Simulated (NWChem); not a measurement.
## Ionisation of OTe

```
O
Te 1 1.8505
```
Charge 0, spin multiplicity 3.

Program: NWChem. Structure: optimised with UPBE0/def2-SVP with def2 effective core potentials on Te, a minimum by its harmonic frequencies.

Basis set: def2-TZVPD. −ε marks an orbital energy of the parent.

Effective core potentials replace the inner electrons of Te; spin-orbit coupling is left out. B3LYP has NWChem's definition, with VWN1-RPA local correlation. The structure started from a generated list of species. The unpaired electrons of the parent sit in orbitals of symmetry b1 and b2 (C2v labels of the run); other states weren't searched. The stability of the SCF solutions was not checked. Open-shell Hartree-Fock references start from PBE0 orbitals.

### Question
For the first vertical ionisation energy, −ε(alpha HOMO) of PBE gives 5.88 eV and −ε(alpha HOMO) of B3LYP gives 6.91 eV. What do −ε(alpha HOMO) of r2SCAN, −ε(alpha HOMO) of M06-2X, −ε(alpha HOMO) of HF give?

### Answer
−ε(alpha HOMO) of r2SCAN: 6.30 eV; −ε(alpha HOMO) of M06-2X: 8.42 eV; −ε(alpha HOMO) of HF: 10.44 eV.
